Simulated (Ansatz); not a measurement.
C2H6ClGaO (`C[O][Ga]([CH3])[Cl]`) from Hartree–Fock to CCSD(T)

Cartesian coordinates in Å:
```
C 1.660 0.497 0.863
O 1.258 -0.776 0.427
Ga -0.310 -1.072 -0.355
C -1.663 0.286 -0.707
Cl -0.543 -3.133 -0.876
H 1.859 0.475 1.940
H 2.584 0.791 0.354
H 0.913 1.282 0.678
H -1.275 1.027 -1.408
H -2.552 -0.176 -1.134
H -1.932 0.800 0.217
```

Charge 0, multiplicity 1. Correlated methods include outer-core shells of Ga, which these sets cover unevenly. Scalar relativity is left out up to krypton. The structure was optimised at the PBE0-D4/def2-TZVP level. It is one conformer, not always the lowest. Frozen core, restricted reference, Ansatz 0.2.0.

```csv
basis,HF (Eh),MP2 corr.
def2-SVP,-2536.41511,-0.81564
def2-TZVPP,-2537.00317,-1.00357
def2-QZVPP,-2537.06363,-1.31204
```

(1) Estimate the CCSD correlation energy and the (T) correction in each basis where they were run (hartree).

Answers

(1) 
```
     basis  CCSD corr.       (T)
  def2-SVP    -0.85232  -0.02374
def2-TZVPP    -1.03979  -0.04183
```
